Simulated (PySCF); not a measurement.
Electron correlation in Si²⁺ (silicon, charge +2)

[Ne] 3s1 3p1, high-spin 3P determinant (an excited configuration). Computed with PySCF 2.14 in x2c-QZVPPall (9s6p4d2f1g, 70 functions), with the spin-free X2C one-electron Hamiltonian (Gaussian nucleus). Frozen: [Ne]; 2 electrons correlated.

With two correlated electrons CCSD is exact within the correlated space (frozen core and kept virtual orbitals).

| level | correlation energy (mhartree) |
| --- | --- |
| CCSD | -4.93 |

Diagnostics: T1 = 0.0031, D1 = 0.0059, largest double amplitude 0.042.

Cost of the coupled-cluster step: roughly 2.8 core-seconds, for 2 correlated electrons.

Iterations:

```
CC2 = 0
CCSD nocc = (np.int64(2), np.int64(0)), nmo = (65, 65)
frozen orbitals [[0, 1, 2, 3, 4], [0, 1, 2, 3, 4]]
max_cycle = 100
direct = 0
conv_tol = 1e-08
conv_tol_normt = 1e-06
diis_space = 8
diis_start_cycle = 0
Init t2, MP2 energy = -0.0029399179852545
Init E_corr(UCCSD) = -0.00293991800312858
cycle = 1  E_corr(UCCSD) = -0.00401491472503808  dE = -0.00107499672  norm(t1,t2) = 0.0173146
cycle = 2  E_corr(UCCSD) = -0.0044866453655925  dE = -0.000471730641  norm(t1,t2) = 0.00853971
cycle = 3  E_corr(UCCSD) = -0.00493659142870963  dE = -0.000449946063  norm(t1,t2) = 0.00433264
cycle = 4  E_corr(UCCSD) = -0.00493305128152761  dE = 3.54014718e-06  norm(t1,t2) = 0.000228593
cycle = 5  E_corr(UCCSD) = -0.00493332472909762  dE = -2.7344757e-07  norm(t1,t2) = 1.84214e-05
cycle = 6  E_corr(UCCSD) = -0.00493322483592516  dE = 9.98931725e-08  norm(t1,t2) = 1.89946e-06
cycle = 7  E_corr(UCCSD) = -0.00493324958134265  dE = -2.47454175e-08  norm(t1,t2) = 2.46039e-07
cycle = 8  E_corr(UCCSD) = -0.0049332465771438  dE = 3.00419886e-09  norm(t1,t2) = 5.27208e-08
UCCSD converged
E(UCCSD) = -288.4104311387857  E_corr = -0.004933246577143796
```
